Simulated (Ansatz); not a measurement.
Born–Oppenheimer molecular dynamics of AlClF2 (4 atoms, charge 0, multiplicity 1). It starts from a relaxed structure.

These are results of RKS B3LYP-D4/def2-SVP (Ansatz), not measurements.

| Property | Result |
| --- | --- |
| ensemble | NVT, Langevin thermostat |
| time step | 2 fs |
| steps asked | 150 |
| set temperature | 300 K |
| friction | 0.005 /fs |
| seed | 468217 |

First frame:

```xyz
4
Properties=species:S:1:pos:R:3
Al 0.031 0.000 -0.018
F 0.015 0.000 1.631
Cl 1.826 0.000 -1.054
F -1.405 0.000 -0.829
```

Task: How far do the bonds stretch over the last three quarters of this one trajectory? (Pairs bonded in most of those frames.)

Result: 
```csv
bond,mean (Å),spread (Å),shortest,longest
Al1–F2,1.658,0.041,1.58,1.73
Al1–Cl3,2.084,0.042,1.99,2.16
Al1–F4,1.656,0.038,1.58,1.74
```

Mean temperature of the second half: 247 K. The mean temperature of the second half is 18 % below the set value. A run of 0.3 ps of so small a system gives no equilibrium averages.

Run time: 3.8 min on 1 thread of Arm Neoverse V2 (shared host), peak memory 0.12 GiB.
